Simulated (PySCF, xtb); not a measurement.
Si(Me)2 anion (C2H6Si), SMILES C[Si]C (connectivity only; charge and spin as stated), charge -1, multiplicity 2.

Harmonic wavenumbers (cm⁻¹) from GFN2-xTB in xtb at its own minimum, in rising order: 120, 124, 210, 630, 725, 783, 787, 836, 851, 1395, 1399, 1542, 1545, 1558, 1565, 2817, 2824, 2834, 2848, 2930, 2938.

**Question.** What does B3LYP-D3(BJ)/def2-SVPD in PySCF give at its own minimum? (The exact figures need the calculation; the answer reports its results.)

**Answer.** 133, 156, 217, 549, 563, 639, 652, 657, 809, 1174, 1186, 1409, 1411, 1417, 1422, 2924, 2925, 2966, 2975, 3029, 3031. Paired by order, the mean absolute difference is 116 cm⁻¹ and the zero-point energies are 44.7 and 43.2 kcal/mol.
